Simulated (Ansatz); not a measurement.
Ansatz (a program for electronic structure) input:

Ansatz 0.2 input:
```yaml
crystal:
  periodic: [false, false, false]
  atoms:
    - {symbol: C, position_ang: [2.70378120, -0.74676755, 0.18201373]}
    - {symbol: Si, position_ang: [1.18286858, -1.06805998, -0.87710800]}
    - {symbol: Si, position_ang: [-0.70621169, -0.05371918, 0.06794327]}
    - {symbol: C, position_ang: [-1.09338066, -0.73261110, 1.76928397]}
    - {symbol: C, position_ang: [-2.21280601, -0.12280002, -1.03843748]}
    - {symbol: Cl, position_ang: [-0.19565880, 1.96853211, 0.31373967]}
    - {symbol: H, position_ang: [2.58157167, -1.17837705, 1.17706404]}
    - {symbol: H, position_ang: [3.59767790, -1.18132528, -0.26823099]}
    - {symbol: H, position_ang: [2.86343209, 0.32639406, 0.29700510]}
    - {symbol: H, position_ang: [0.94192477, -2.53213221, -1.00039076]}
    - {symbol: H, position_ang: [1.38231637, -0.53415737, -2.24932928]}
    - {symbol: H, position_ang: [-1.92857674, -0.19202560, 2.21926107]}
    - {symbol: H, position_ang: [-0.23359582, -0.64370467, 2.43474365]}
    - {symbol: H, position_ang: [-1.36521071, -1.78905768, 1.70153359]}
    - {symbol: H, position_ang: [-3.04848970, 0.41529848, -0.58636000]}
    - {symbol: H, position_ang: [-2.00562578, 0.32252902, -2.01222607]}
    - {symbol: H, position_ang: [-2.51798811, -1.16050706, -1.19549980]}
basis:
  gaussian:
    orbitals: def2-TZVPD
hamiltonian:
  xc: {name: CAM-B3LYP}
magnetization: {spin_polarized: true, initial_magnetization: 2}
```

Which total energy does the run end on?

-1160.02914 Eh (CAM-B3LYP/def2-TZVPD). The basis has 342 functions.

This state (charge 0, triplet) is run at the relaxed geometry of the species with charge 0 and multiplicity 1, and is a spin state other than that species' own.
